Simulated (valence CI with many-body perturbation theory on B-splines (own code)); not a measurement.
# E1 transitions of Hf XXIII

Computed by valence CI with perturbative core correlation (CI+MBPT): four valence electrons over a frozen Dirac-Fock core [Kr] 4d10, radial functions for each j: 7 s, 7 p, 7 d, 7 f, 4 g, 2 h, with the one-electron correlation potential Σ1 (screened to all orders), the two-electron term Σ2, the three-electron term Σ3, Breit, model QED; selected single and double excitations, second order for the rest, scaled by the run's own slope (own B-spline code, finite nucleus).

No measured levels were compared; by estimate terms of the open shell hold to a few per cent of their energy, and close levels can change places.

Lines 101 to 150 of 357 in falling wavelength, among levels below 115.92 eV, chosen from the strongest by gf and those to the six lowest levels. Wavelengths and rates use the calculated energies, so an error of 2000 cm⁻¹ moves a line at 38.04 nm by 0.76 % and its rate by three times that or more. Electric multipoles are in the length gauge, E1 and E2 with the static RPA response of the core. Weak lines are less certain than strong ones. Lines between different terms over intervals too small for the method are left out, as are lines whose strength nearly cancels. Where a level lies close to another of its J and parity, the split of strength between their lines is uncertain. The highest levels of a list are the least certain.

Names give the largest LS component (configuration and term), which can be under half, so a name can repeat, a term be missing and a line seem to break the LS rules; names also repeat where a configuration has a term twice. Letters in brackets count levels of one name in rising energy.

```
λ vac (nm)            Upper             Lower   A (s⁻¹)  log gf  Branch %
     38.04  4f3.5p 3H_4 [a]  4f3.5s 3G°_3 [a]  3.27e+07   -2.20       0.3
     37.98      4f3.5p 5K_6      4f3.5s 3K°_7  1.20e+07   -2.47       0.1
     37.95      4f3.5p 5G_2      4f3.5s 5D°_2  9.84e+06   -2.97       0.1
     37.80      4f3.5p 5I_5  4f3.5s 1H°_5 [a]  1.86e+06   -3.36       0.0
     37.77      4f3.5p 5G_2  4f3.5s 3D°_3 [a]  4.25e+05   -4.34       0.0
     37.76      4f3.5p 5I_5  4f3.5s 3F°_4 [a]  3.61e+06   -3.07       0.0
     37.74      4f3.5p 3I_5  4f3.5s 3G°_5 [b]  5.01e+05   -3.93       0.0
     37.71      4f3.5p 5K_6      4f3.5s 3K°_6  2.90e+07   -2.10       0.2
     37.67      4f3.5p 5K_7      4f3.5s 5G°_6  1.83e+06   -3.23       0.0
     37.58      4f3.5p 3I_5  4f3.5s 3I°_5 [b]  7.12e+05   -3.78       0.0
     37.54      4f3.5p 5K_7  4f3.5s 3L°_7 [a]  5.04e+06   -2.80       0.0
     37.49      4f3.5p 5G_2  4f3.5s 3D°_1 [a]  2.05e+06   -3.67       0.0
     37.38      4f3.5p 5H_6      4f3.5s 5G°_6  9.45e+05   -3.59       0.0
     37.33      4f3.5p 3D_1      4f3.5s 5D°_2  4.37e+06   -3.56       0.0
     37.26      4f3.5p 5H_6  4f3.5s 3L°_7 [a]  6.70e+06   -2.74       0.1
     37.25  4f3.5p 3H_4 [b]  4f3.5s 3I°_5 [b]  4.77e+06   -3.05       0.0
     37.19      4f3.5p 5I_5      4f3.5s 3K°_6  7.24e+06   -2.78       0.1
     37.11  4f3.5p 3H_4 [a]      4f3.5s 5G°_3  2.92e+05   -4.27       0.0
     37.11      4f3.5p 5K_5  4f3.5s 3G°_5 [a]  3.47e+06   -3.10       0.0
     37.09  4f3.5p 3H_4 [b]  4f3.5s 3D°_3 [b]  1.08e+07   -2.70       0.1
     37.05      4f3.5p 5K_5  4f3.5s 3H°_4 [a]  2.99e+07   -2.17       0.3
     37.01      4f3.5p 5K_7      4f3.5s 3K°_8  3.31e+06   -2.99       0.0
     36.99      4f3.5p 5G_2  4f3.5s 3G°_3 [c]  1.52e+07   -2.81       0.1
     36.91  4f3.5p 3H_4 [a]      4f3.5s 5F°_4  1.65e+05   -4.52       0.0
     36.89      4f3.5p 3D_1  4f3.5s 3D°_1 [a]  5.56e+07   -2.47       0.5
     36.87      4f3.5p 5I_5  4f3.5s 3H°_6 [a]  2.44e+06   -3.26       0.0
     36.86      4f3.5p 5K_6      4f3.5s 5F°_5  7.26e+06   -2.72       0.1
     36.86      4f3.5p 5K_5  4f3.5s 3I°_6 [a]  2.08e+05   -4.33       0.0
     36.83      4f3.5p 3I_5  4f3.5s 3G°_4 [b]  9.62e+06   -2.67       0.1
     36.63      4f3.5p 3I_5      4f3.5s 5G°_6  5.80e+06   -2.89       0.0
     36.56      4f3.5p 5G_2  4f3.5s 3D°_2 [a]  1.33e+06   -3.87       0.0
     36.51  4f3.5p 3H_4 [b]  4f3.5s 3G°_4 [b]  7.94e+06   -2.85       0.1
     36.37      4f3.5p 5I_5      4f3.5s 5F°_5  4.99e+05   -3.96       0.0
     36.33      4f3.5p 5I_5      4f3.5s 5G°_4  3.14e+07   -2.17       0.3
     36.31  4f3.5p 3H_4 [b]  4f3.5s 3D°_3 [a]  2.15e+07   -2.42       0.2
     36.24      4f3.5p 3D_1  4f3.5s 3S°_1 [b]  2.84e+06   -3.78       0.0
     36.24      4f3.5p 5K_6  4f3.5s 3I°_7 [a]  3.74e+06   -3.02       0.0
     36.17      4f3.5p 3D_1      4f3.5s 3P°_0  3.39e+06   -3.70       0.0
     36.12      4f3.5p 5H_6      4f3.5s 5G°_5  5.24e+07   -1.88       0.4
     36.04  4f3.5p 3H_4 [a]      4f3.5s 5F°_3  4.37e+06   -3.12       0.0
     35.99      4f3.5p 3D_1  4f3.5s 3D°_2 [a]  2.82e+07   -2.78       0.2
     35.93  4f3.5p 3H_4 [a]  4f3.5s 3G°_5 [a]  3.51e+07   -2.21       0.3
     35.89      4f3.5p 5G_2  4f3.5s 3G°_3 [b]  2.06e+07   -2.70       0.2
     35.89      4f3.5p 5H_6  4f3.5s 1H°_5 [a]  1.29e+07   -2.49       0.1
     35.87  4f3.5p 3H_4 [a]  4f3.5s 3H°_4 [a]  4.29e+06   -3.13       0.0
     35.83      4f3.5p 5K_7      4f3.5s 3K°_7  6.12e+07   -1.75       0.5
     35.59      4f3.5p 5K_7      4f3.5s 3K°_6  1.39e+06   -3.40       0.0
     35.59  4f3.5p 3H_4 [b]  4f3.5s 3G°_3 [c]  1.37e+07   -2.63       0.1
     35.57      4f3.5p 5H_6      4f3.5s 3K°_7  1.24e+05   -4.51       0.0
     35.45      4f3.5p 3I_5  4f3.5s 3G°_4 [a]  7.85e+05   -3.79       0.0
```

Question: How does gf follow from A for the line at 37.58 nm?

Answer: gf = 1.4992 × (2J+1)_upper × A / σ², with σ = 266087 cm⁻¹ and 2J+1 = 11: gf = 0.000166.
